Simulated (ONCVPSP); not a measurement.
Tc (Z = 43): one change to an ONCV potential, before and after

ONCVPSP 4.0.1 input, shortened (lines: element, Z, core and valence counts, functional; n l f; lmax; l rc ep ncon nbas qcut; lloc lpopt rc5 dvloc0; l nproj debl; icmod fcfact rcfact), PBE, scalar-relativistic:

```
  Tc 43.00    8    2        4      upf
    1    0    2.00
    2    0    2.00
    2    1    6.00
    3    0    2.00
    3    1    6.00
    3    2   10.00
    4    0    2.00
    4    1    6.00
    4    2    5.00
    5    0    1.00
    2
    0    2.60    0.00    4    6    2.40
    1    2.80    0.23    3    7    3.00
    2    2.40    0.00    3    8    7.70
    4    5    2.25    2.00
    0    1    3.00
    1    2    0.80
    2    1    3.80
    1    0.25    0.00
```

In the p channel the program set the typed energies aside and used 0.050, 0.850 Ha.

Change: core correction polynomial model core, fcfact 0.74.

Cutoffs: the cutoffs (Ha) at which the residual kinetic energy of the hardest occupied pseudo-wave falls to 1 and 0.1 mHa per electron; they do not see the model core or the augmentation charge, which bear on the density cutoff. Errors are all-electron minus pseudo energies relative to the spin-unpolarised reference configuration.

Problem. How do hardness, ghosts and transferability respond?

Solution. The potential gets neither clearly harder nor softer (17 Ha and 20 Ha → 17 Ha and 20 Ha); of the 4 tests that both files solve, the error grows in 2 and shrinks in 0 by more than 15 % and 0.3 meV (median size 11.4 → 13.0 meV); neither file shows a bound ghost. A model core, the more so a compact one, raises the density cutoff, which this test does not measure.

```tsv
quantity	base	changed
cutoff, loose	17 Ha	17 Ha
cutoff, tight	20 Ha	20 Ha
bound ghosts	none	none
GHOST(+) flags under 300 eV	s at 22.8 eV	s at 22.8 eV
error for 4d5 5s2, meV [ΔE -8.15 eV]	-2.8	-4.0
error for 4d5 5s0, meV [ΔE 14.85 eV]	-14	-17
error for 4d4 5s0, meV [ΔE 43.56 eV]	-147	-160
error for 4d5.5 5s1.5, meV [ΔE -8.79 eV]	-8.7	-9.3
s: phases at 2.65 bohr within 0.05 rad from the reference energy up to (Ha; the scan ends near 5)	0.4	0.4
p: phases at 2.84 bohr within 0.05 rad from the reference energy up to (Ha; the scan ends near 5)	1.9	1.9
d: phases at 2.43 bohr within 0.05 rad from the reference energy up to (Ha; the scan ends near 5)	0.3	0.3
rms error of d²Exc/dni dnj with the model core, mHa	2.56	0.67
```
